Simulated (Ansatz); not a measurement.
A run for Ansatz (a quantum-chemistry and plane-wave program): U-B3LYP/def2-TZVPP on WO, 2S+1 = 3, a spin state set in the input, which need not be the lowest, a point of a bond scan (R = 1.652 Å). Elements past Kr take the def2 small-core potentials; no spin–orbit coupling.

Ansatz 0.2 input:
```yaml
crystal:
  periodic: [false, false, false]
  atoms:
    - {symbol: W, position_ang: [0.00000000, 0.00000000, 0.00000000]}
    - {symbol: O, position_ang: [0.00000000, 0.00000000, 1.65248600]}
basis:
  gaussian:
    orbitals: def2-TZVPP
    pivot_positions_ang: [[0.00000000, 0.00000000, 0.00000000], [0.00000000, 0.00000000, 1.65248600]]
hamiltonian:
  xc: {name: B3LYP}
magnetization: {spin_polarized: true, initial_magnetization: 2}
output: {forces: true, orbitals: {seedname: ./end}}
```

Output:

```
WARN ansatz: RAYON_NUM_THREADS=2 ignored (pool sized by the plan → 2); use --threads N
Functional definition: B3LYP
integrals: 0.02 GiB planned
531 factors; their error is unknown
mean field: 0.28 GiB planned
mean field evaluation 1: about -3864.3711 eV, gradient 4.8e1 eV
mean field evaluation 2: about -3712.7677 eV, gradient 1.7e2 eV
mean field evaluation 4: about -3872.3704 eV, gradient 5.3e0 eV
mean field evaluation 8: about -3872.5088 eV, gradient 6.0e-2 eV
mean field evaluation 16: about -3872.5194 eV, gradient 1.3e-4 eV
mean field -3872.51943378 eV, -142.3124643033 hartree, gradient 1.3e-5 eV, S^2 2.043091; 3 other end points of the search recorded, 0 dependent functions left out
the calculation of the forces begins
reference -3872.51960843 eV, -142.3124707218 hartree; 12, 10 occupied and 75, 77 virtual orbitals, 531 factors
Total energy: -3872.51960843 eV, -142.3124707218 hartree
Atom 0 at     0.000000     0.000000     0.000000 Å, force    -0.000000    -0.000000    -0.314804 eV/Å
Atom 1 at     0.000000     0.000000     1.652486 Å, force     0.000000     0.000000     0.314804 eV/Å
Dipole moment:    -0.000000     0.000000    -0.463582 e Å
```

Self-consistency was reached.

Cost: very roughly 2.4 core-seconds.
